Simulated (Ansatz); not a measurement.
Be2S. The state is a singlet with charge 0. Geometry relaxed at PBE0-D4/def2-TZVP.

Cartesian coordinates in Å:
```
Be 0.857 -0.562 0.421
Be -0.777 0.419 0.669
S -0.080 0.143 -1.090
```

The restricted singlet is unstable: a solution with broken spin symmetry lies lower. The geometry of the singlet was relaxed on an unsound state (restricted singlet, unstable towards broken spin symmetry). The structure comes from a short search, and lower isomers may exist.

**Question.** Estimate the harmonic wavenumbers at RKS PBE0-D4/def2-TZVP (Ansatz, unscaled). Is this a minimum?

**Answer.** 583, 594, 842 cm⁻¹. Yes, no mode is imaginary beyond noise. Zero-point energy 12.1 kJ/mol. It took 3.7 s on 4 threads of Arm Neoverse V1 on a shared host.
